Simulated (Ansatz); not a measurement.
Ansatz (an electronic-structure program) input (B3LYP-D3(BJ)/def2-TZVP):

Ansatz 0.2 input:
```yaml
crystal:
  periodic: [false, false, false]
  atoms:
    - {symbol: Se, position_ang: [0.40996107, -0.34025428, 0.40021807]}
    - {symbol: Cl, position_ang: [1.14446476, 1.20021580, -0.84481387]}
    - {symbol: Cl, position_ang: [-0.98686157, -1.33420209, -0.83428783]}
    - {symbol: H, position_ang: [-0.53824373, 0.46040469, 1.20206709]}
basis:
  gaussian:
    orbitals: def2-TZVP
hamiltonian:
  xc: b3lyp
  dispersion: d3bj
total_charge: 1
relax: {f_tol: 0.002, max_steps: 150}
```

Output:

```
Functional definition: B3LYP
integrals: 0.06 GiB planned
979 factors; their error is unknown
mean field: 0.53 GiB planned
mean field evaluation 1: about -90402.2312 eV, gradient 3.3e1 eV
mean field evaluation 2: about -90399.1061 eV, gradient 5.0e1 eV
mean field evaluation 4: about -90404.5420 eV, gradient 1.7e0 eV
mean field evaluation 8: about -90404.9252 eV, gradient 1.0e-1 eV
mean field evaluation 16: about -90404.9252 eV, gradient 1.6e-5 eV
mean field -90404.92519358 eV, -3322.3197222048 hartree, gradient 1.6e-5 eV, S^2 0.000000; 0 other end points of the search recorded, 0 dependent functions left out
the calculation of the forces begins
reference -90404.92541595 eV, -3322.3197303768 hartree; 34, 34 occupied and 94, 94 virtual orbitals, 979 factors
relax step   1: F+E_penalty+E_count = -90405.14757189 eV  Δ(F+E_penalty+E_count) = +0.000e0 eV  max|allowed force component| = 5.939e-1 eV/Å  Δτ_max = 0.0000 Å  (27 SCF iters, accepted)
these checks for a lower state are left out or cut short: starts, cluster_reference, orbital_swaps, neighbouring_geometries, increment
integrals: 0.06 GiB planned
979 factors; their error is unknown
mean field: 0.53 GiB planned
mean field -90404.93845360 eV, -3322.3202095017 hartree, gradient 1.2e-5 eV, S^2 0.000000; 0 other end points of the search recorded, 0 dependent functions left out
the calculation of the forces begins
reference -90404.93867757 eV, -3322.3202177325 hartree; 34, 34 occupied and 94, 94 virtual orbitals, 979 factors
relax step   2: F+E_penalty+E_count = -90405.16035548 eV  Δ(F+E_penalty+E_count) = -1.278e-2 eV  max|allowed force component| = 2.768e-1 eV/Å  Δτ_max = 0.0886 Å  (30 SCF iters, accepted)
these checks for a lower state are left out or cut short: starts, cluster_reference, orbital_swaps, neighbouring_geometries, increment
integrals: 0.06 GiB planned
979 factors; their error is unknown
mean field: 0.53 GiB planned
mean field -90404.94982405 eV, -3322.3206273580 hartree, gradient 1.1e-5 eV, S^2 0.000000; 0 other end points of the search recorded, 0 dependent functions left out
the calculation of the forces begins
reference -90404.95004806 eV, -3322.3206355903 hartree; 34, 34 occupied and 94, 94 virtual orbitals, 979 factors
relax step   3: F+E_penalty+E_count = -90405.17104635 eV  Δ(F+E_penalty+E_count) = -1.069e-2 eV  max|allowed force component| = 4.412e-2 eV/Å  Δτ_max = 0.0428 Å  (31 SCF iters, accepted)
these checks for a lower state are left out or cut short: starts, cluster_reference, orbital_swaps, neighbouring_geometries, increment
integrals: 0.06 GiB planned
979 factors; their error is unknown
mean field: 0.53 GiB planned
mean field evaluation 32: about -90404.5710 eV, gradient 3.7e-1 eV
mean field -90404.94976113 eV, -3322.3206250457 hartree, gradient 2.5e-5 eV, S^2 0.000000; 0 other end points of the search recorded, 0 dependent functions left out
the calculation of the forces begins
reference -90404.94998502 eV, -3322.3206332733 hartree; 34, 34 occupied and 94, 94 virtual orbitals, 979 factors
relax step   4: F+E_penalty+E_count = -90405.17114926 eV  Δ(F+E_penalty+E_count) = -1.029e-4 eV  max|allowed force component| = 3.482e-3 eV/Å  Δτ_max = 0.0023 Å  (33 SCF iters, accepted)
these checks for a lower state are left out or cut short: starts, cluster_reference, orbital_swaps, neighbouring_geometries, increment
integrals: 0.06 GiB planned
979 factors; their error is unknown
mean field: 0.53 GiB planned
mean field -90404.94978016 eV, -3322.3206257451 hartree, gradient 2.5e-5 eV, S^2 0.000000; 0 other end points of the search recorded, 0 dependent functions left out
the calculation of the forces begins
reference -90404.95000405 eV, -3322.3206339729 hartree; 34, 34 occupied and 94, 94 virtual orbitals, 979 factors
relax step   5: F+E_penalty+E_count = -90405.17114964 eV  Δ(F+E_penalty+E_count) = -3.790e-7 eV  max|allowed force component| = 1.836e-3 eV/Å  Δτ_max = 0.0005 Å  (32 SCF iters, accepted)
integrals: 0.06 GiB planned
979 factors; their error is unknown
mean field: 0.53 GiB planned
mean field evaluation 64: about -90404.9498 eV, gradient 2.0e-3 eV
mean field -90404.94978016 eV, -3322.3206257451 hartree, gradient 2.5e-5 eV, S^2 0.000000; 1 other end points of the search recorded, 0 dependent functions left out
the calculation of the forces begins
reference -90404.95000405 eV, -3322.3206339729 hartree; 34, 34 occupied and 94, 94 virtual orbitals, 979 factors
Total energy: -90405.17137353 eV, -3322.3287691513 hartree
Atom 0 at     0.438773    -0.364557     0.394416 Å, force     0.001836    -0.001542     0.001359 eV/Å
Atom 1 at     1.149747     1.230569    -0.818652 Å, force    -0.000248     0.000508    -0.000960 eV/Å
Atom 2 at    -1.015719    -1.344474    -0.807940 Å, force    -0.000545     0.000151    -0.000960 eV/Å
Atom 3 at    -0.543480     0.464626     1.155359 Å, force    -0.001043     0.000883     0.000561 eV/Å
Dipole moment:    -0.060229     0.052242     0.382797 e Å
```

It need not be the lowest isomer of its formula.
